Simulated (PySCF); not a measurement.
OsO3(OH)2: one run

OsO3(OH)2 (singlet). PySCF 2.14.0, RKS B3LYP, Os def2-SVP with ECP60, O def2-SVP, H def2-SVP; non-relativistic Hamiltonian with scalar-relativistic core potentials where named; density fitting; no spin-orbit coupling. Purpose: singlet excitations, Tamm-Dancoff B3LYP.

```python
mol = gto.M(atom='''
Os    -0.02740    -0.01196    -0.12356
O     -1.14605    -0.18647     1.20276
O     -0.87126    -0.02418    -1.62276
O      1.68611     0.17087    -0.38995
O     -0.06031     1.87850     0.33182
H      0.73996     2.33158    -0.01450
O      0.39104    -1.89696     0.10880
H     -0.31860    -2.34668     0.61804''',
    basis={'Os': 'def2-SVP', 'O': 'def2-SVP', 'H': 'def2-SVP'},
    ecp={'Os': 'def2-SVP'},
    charge=0, spin=0)
mf = dft.RKS(mol, xc='B3LYP')
mf.grids.atom_grid = (50, 194)
mf = mf.density_fit()  # fitting sets: Os def2-universal-JKFIT, O def2-universal-JKFIT, H def2-universal-JKFIT
mf.conv_tol = 1e-08; mf.max_cycle = 55
mf.kernel(dm0)  # dm0: converged density of the relaxed state
td = mf.TDA(); td.nstates = 8; td.kernel()
```

Run from Python with OMP_NUM_THREADS=2; the lines above give its settings. Where DIIS fails, smearing, a level shift and second-order steps follow.
It took 39 s on 2 threads of Arm Neoverse V1, with other jobs on the host, from an already converged density.

**Question.** Where do the frontier levels lie, over both spins?

**Answer.** HOMO -9.29 eV, LUMO -5.38 eV. 

**Question.** What are the Mulliken charges and spins?

**Answer.** 
```
atom  charge (e)  spin (e)
 Os1       1.224     0.000
  O2      -0.316     0.000
  O3      -0.291     0.000
  O4      -0.316     0.000
  O5      -0.373     0.000
  H6       0.223     0.000
  O7      -0.373     0.000
  H8       0.223     0.000
```

**Question.** Which singlet excitations follow (Tamm-Dancoff, 8 states)?

**Answer.** 
```tsv
state	eV	oscillator strength
1	2.62	0.0000
2	2.93	0.0014
3	2.95	0.0006
4	3.26	0.0019
5	3.27	0.0043
6	3.51	0.0000
7	3.55	0.0099
8	3.66	0.0210
```
Functionals without range separation put charge-transfer states too low; the basis has no diffuse functions.

The geometry was relaxed with BP86 (Os def2-SVP with ECP60, O def2-SVP, H def2-SVP).
